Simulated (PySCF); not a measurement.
**Name the molecule from its bond curve**

A diatomic of charge 0 contains K. Its singlet curve at TPSS in a double-zeta basis (no relativity, PySCF), in eV from the separated fragments:

```json
{"R (Å)": "3.071", "E (eV)": "-0.617"}
{"R (Å)": "3.214", "E (eV)": "-0.691"}
{"R (Å)": "3.357", "E (eV)": "-0.738"}
{"R (Å)": "3.464", "E (eV)": "-0.759"}
{"R (Å)": "3.571", "E (eV)": "-0.770"}
{"R (Å)": "3.678", "E (eV)": "-0.772"}
{"R (Å)": "3.821", "E (eV)": "-0.762"}
{"R (Å)": "3.999", "E (eV)": "-0.736"}
{"R (Å)": "4.214", "E (eV)": "-0.688"}
{"R (Å)": "4.500", "E (eV)": "-0.608"}
```

The fit gives ωe = 115 cm⁻¹ and the rotational constant Bₑ = 0.08773 cm⁻¹.

Question: Which atom is the partner?

Answer: The minimum lies at 3.646 Å, so the reduced mass is 16.8576 u Å² cm⁻¹/(Bₑ·Re²) = 14.45 u. With K at 38.96 u the partner weighs about 23.0 u: Na. The molecule is KNa.

Closed-shell solutions of metal pairs were not tested for spin polarisation, which can lower them a little.
